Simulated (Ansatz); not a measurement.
`[TeH]C1=NC1` + H₂ → H₂Te + `C1=NC1` at 400 K and 1 bar (hydrogenolysis of a Te–C bond).

Computed with Ansatz on PBE0-D4/def2-TZVP structures; ΔE is electronic, products minus reactants. CCSD(T)/CBS is the MP2 limit (def2-TZVPP, def2-QZVPP) plus CCSD(T) − MP2 in def2-TZVPP, frozen cores. This one scheme is used for every species. Elements past krypton have def2 core potentials. For Te outer-core shells are correlated without core-valence functions, which leaves a few kJ/mol of doubt a bond.

```
      species  CCSD(T)/CBS energy (Eh)  H − E (kJ/mol)  S (J/(mol·K))
`[TeH]C1=NC1`               -400.24331           135.8          334.7
           H₂                 -1.17544            38.0          139.0
         H₂Te               -268.91024            45.0          239.1
     `C1=NC1`               -132.51911           134.8          260.4
```

H − E and S are ideal-gas, rigid-rotor, harmonic terms from PBE0-D4/def2-TZVP. The MP2-based limit puts H₂ 0.8 mEh under its directly extrapolated value; such offsets cancel only in part. 1 Eh = 2625.50 kJ/mol, R = 8.31446 J/(mol·K).

By hand: ΔE, ΔH, ΔS and ΔG.

ΔE = (-268.91024) + (-132.51911) − (-400.24331) − (-1.17544) = -0.01060 Eh = -27.8 kJ/mol. Δ(H − E) = 45.0 + 134.8 − 135.8 − 38.0 = 6.0, so ΔH = -21.8 kJ/mol. ΔS = 239.1 + 260.4 − 334.7 − 139.0 = 25.8 J/(mol·K). ΔG = -21.8 − 400 × (25.8)/1000 = -32.1 kJ/mol.

By hand: the equilibrium constant, and the temperature at which ΔG would vanish if ΔH and ΔS stayed fixed.

log₁₀ K = −ΔG/(RT ln 10) = 4.2. ΔH and −TΔS have one sign here, so there is no such temperature.

TΔS isn't small against ΔH here. A doubt of 5 kJ/mol in ΔE shifts log₁₀ K by 0.7 here. These are equilibria of isolated gas molecules and say nothing of rates. Largest T1 diagnostic: 0.012 (customary marks: 0.02 for closed shells, 0.045 for open ones).
